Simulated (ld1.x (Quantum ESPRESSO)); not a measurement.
## Before and after: ultrasoft potential for sulfur

```
Element                 : S
Generator               : ld1.x (Quantum ESPRESSO) 7.5
Type                    : ultrasoft
Functional              : LDA (PZ)
Relativity              : scalar-relativistic
Frozen core             : [Ne]
Valence charge          : 6
Reference configuration : 3s2 3p4
Partial waves           : 3s (bound): rcut 1.30, rcutus 1.55 bohr; 3s channel at -0.7 Ry: rcut 1.30, rcutus 1.55 bohr; 3p (bound): rcut 1.65, rcutus 1.85 bohr; 3p channel at 0.55 Ry: rcut 1.65, rcutus 1.85 bohr; 3d channel at 0.15 Ry: rcut 1.15, rcutus 1.35 bohr; 3d channel at 1.45 Ry: rcut 1.15, rcutus 1.35 bohr
Local potential         : all-electron potential smoothed inside 1.25 bohr (lloc = -2)
Core correction         : a·sin(br)/r model core inside 1.10 bohr
Augmentation charge     : built from norm-conserving waves at rcut, not smoothed further
```

Change: core correction none.

Cutoffs: the cutoffs (Ry, on a coarse ladder) from which the occupation-weighted sum of valence levels, in a spherical-Bessel basis at the reference potential, stays within 10 and 1 mRy of its value at 400 Ry; they do not see the model core or the augmentation charge, which bear on the density cutoff. Errors are all-electron minus pseudo energies relative to the spin-unpolarised reference configuration.

What does the change do?

The potential gets neither clearly harder nor softer (18 Ry and 25 Ry → 18 Ry and 25 Ry); of the 9 tests that both files solve, the error grows in 8 and shrinks in 0 by more than 15 % and 0.3 meV (median size 14.2 → 22.5 meV); neither file shows a bound ghost. Exchange and correlation are not linear in the density, so unscreening with the valence charge alone errs where core and valence overlap; a model core restores that term.

```csv
quantity,base,changed
"cutoff, loose",18 Ry,18 Ry
"cutoff, tight",25 Ry,25 Ry
bound ghosts,none,none
"error for 3s2 3p3, meV [ΔE 11.86 eV]",+1.1,+1.9
"error for 3s2 3p2, meV [ΔE 34.24 eV]",+14,+23
"error for 3s2 3p1, meV [ΔE 68.39 eV]",+63,+103
"error for 3s1 3p5, meV [ΔE 10.24 eV]",-0.1,+1.6
"error for 3s2 3p3.5, meV [ΔE 4.71 eV]",-0.1,0.0
"error for 3s2 3p0, meV [ΔE 115.38 eV]",+188,+325
"error for 3s0 3p6, meV [ΔE 20.61 eV]",+0.1,+7.4
"error for 3s2 3p4 (spin-polarised), meV [ΔE -0.71 eV]",+23,+63
"error for 3s2 3p3 (spin-polarised), meV [ΔE 9.90 eV]",+70,+198
s: phases at 2.01 bohr within 0.05 rad from the reference energy up to (Ry; the scan ends near 5),to the end of the scan,to the end of the scan
p: phases at 2.01 bohr within 0.05 rad from the reference energy up to (Ry; the scan ends near 5),to the end of the scan,to the end of the scan
d: phases at 2.01 bohr within 0.05 rad from the reference energy up to (Ry; the scan ends near 5),to the end of the scan,to the end of the scan
lowest overlap eigenvalue by channel,"s 0.38, p 0.85, d 0.96","s 0.38, p 0.85, d 0.96"
```
